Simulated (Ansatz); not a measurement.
The cluster PbO₂H₂⁺. Total charge 1; doublet. Geometry PBE0-D4/def2-TZVP, that of the neutral singlet; atoms count from 1.

```xyz
5

Pb   -0.2710    1.2325   -0.3607
O     0.0761    0.6856    1.6044
O     0.0140   -0.7474   -0.9760
H    -0.0742   -0.9105   -1.9184
H     0.2551   -0.2602    1.6507
```

In the def2 sets Pb takes a core potential; there is no spin–orbit coupling. The structure comes from a short search, and lower isomers may exist.

**Question.** Estimate the Mulliken populations from the PBE0/def2-TZVP orbitals of Ansatz.

**Answer.** 
```json
{"atom": "Pb1", "charge (e)": "1.25", "spin (α − β)": "0.24"}
{"atom": "O2", "charge (e)": "-0.50", "spin (α − β)": "0.35"}
{"atom": "O3", "charge (e)": "-0.49", "spin (α − β)": "0.43"}
{"atom": "H4", "charge (e)": "0.37", "spin (α − β)": "-0.01"}
{"atom": "H5", "charge (e)": "0.37", "spin (α − β)": "0.00"}
```
Mulliken values and Mayer orders depend strongly on the basis.

**Question.** Where does the spin sit?

**Answer.** Summed by element: Pb 0.24, O 0.78, H -0.01, of 1 unpaired in all. Largest on single atoms: O3 0.43, O2 0.35, Pb1 0.24.

**Question.** And the Mayer bond orders between bonded heavy atoms (over 0.3)?

**Answer.** Pb1–O2 0.93 (2.07 Å); Pb1–O3 0.88 (2.09 Å).
